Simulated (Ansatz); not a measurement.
Worked example: Si(CH3)2(SiH3)Cl + C2H8OSi2 → Si(CH3)2(OH)(SiH3) + C2H7ClSi2

Species: Si(CH3)2(SiH3)Cl, singlet; C2H8OSi2 `C=C[SiH2][SiH2]O`, singlet; Si(CH3)2(OH)(SiH3), singlet; C2H7ClSi2 `C=C[SiH2][SiH2]Cl`, singlet. The partners trade Cl for OH; both sit on Si, so the bond types are kept.

Shapes, held fixed at every level: PBE0-D4/def2-TZVP. Flexible molecules stand in one conformer, not always the lowest. Programs: Ansatz 0.2.0. Electronic energies: no zero-point or thermal term.

At CCSD(T)/CBS estimate; 1 Eh = 2625.50 kJ/mol:

```
           species   energy (Eh)
  Si(CH3)2(SiH3)Cl  -1119.535551
          C2H8OSi2   -734.265412
Si(CH3)2(OH)(SiH3)   -735.526512
         C2H7ClSi2  -1118.274824
```

Work out ΔE of the reaction at this level.


1. Products less reactants: (-735.526512) + (-1118.274824) − [(-1119.535551) + (-734.265412)] = -0.000373 Eh = -1.0 kJ/mol.

Other levels give -1.7 (HF/def2-TZVPP) to +0.4 kJ/mol (MP2/def2-TZVPP). No measured value is set beside it here. The CBS estimate extrapolates MP2 from def2-TZVPP and def2-QZVPP and adds CCSD(T) − MP2 in the triple-zeta set, cores frozen. That is about zero within the method's error.
